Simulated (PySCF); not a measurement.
# One molecule, several mistakes: CGeH5O2

All numbers below are calculated, not measured. They come from PySCF 2.14.0, an open-source quantum chemistry program, on an isolated molecule that a program drew, which may never have been made. The molecule is CGeH5O2 (charge 0, doublet), drawn as the SMILES string `O[C](O)[GeH3]`.

Each row is a Hartree-Fock (HF) and frozen-core CCSD(T) single point in the cc-pVDZ basis, meant for a local HF minimum. Run 1 is clean. Each other run has one planted mistake out of seven kinds, and not every kind appears here: one electron removed, one electron added, multiplicity raised by two, geometry at a saddle point, minimal basis STO-3G, one bond length entered in bohr, all coordinates scaled. The reference is restricted for singlets and unrestricted otherwise, and also for a bond in bohr. Adding or removing an electron swaps singlet and doublet. Electrons count all cores. HOMO and LUMO are orbital energies over both spins, the gradient is its largest component, and the lowest frequency (negative if imaginary) is given only where the gradient is small. Bond lengths are over the 8 bonds as drawn. T1 is the CCSD diagnostic: over 0.02 (restricted) or 0.045 (unrestricted) a single reference is doubtful. Germanium has the cc-pVDZ-PP basis, with a core potential (ECP10MDF) in place of its 10 inner electrons, and its 3s, 3p and 3d shells are frozen in CCSD(T).

Geometry of the clean run:
```xyz
9
CGeH5O2, angstrom
O     0.0486   -0.2534    0.8080
C     0.3894   -0.0352   -0.4895
O     1.7214    0.2324   -0.5284
Ge   -0.3900   -1.1878   -1.8845
H    -0.8927   -0.2241    0.8947
H     1.9440    0.5971   -1.3720
H    -1.9140   -1.1559   -1.7225
H    -0.0030   -0.6021   -3.2472
H     0.0945   -2.6417   -1.8053
```

```
run  electrons  basis functions  <S^2>  HOMO (eV)  LUMO (eV)  gradient (hartree/bohr)  lowest frequency (cm^-1)  mean bond (Å)  longest bond (Å)      T1  HF (hartree)  CCSD(T) (hartree)                     mistake
  1         59               90  0.761      -8.27       3.53                  1.7e-05                       122         1.3975             1.970  0.0163    -483.82307         -484.46700                    no fault
  2         58               90  0.000     -18.27      -5.06                  1.2e-01                         -         1.3975             1.970  0.0211    -483.57844         -484.23267        one electron removed
  3         59               90  3.763      -3.05      -2.66                  1.5e-01                         -         1.3975             1.970  0.0375    -483.52964         -484.17741  multiplicity raised by two
  4         60               90  0.000       0.96       9.05                  8.2e-02                         -         1.3975             1.970  0.0171    -483.72654         -484.40453                           ?
```

**Which mistake was planted in run 4, and what did it cost?**

It counts 60 electrons, one more than the clean run, at the same geometry and basis. So the mistake is: one electron added. Subtracting run 1 and multiplying by 627.51 kcal/mol a hartree, the energy moved by 60.6 kcal/mol in HF and 39.2 kcal/mol in CCSD(T).

Cautions from the logs. Run 2: T1 is over the limit, so its CCSD(T) energy is less reliable; run 4: the HOMO is above zero, so the electron isn't bound and the energy depends on the basis.
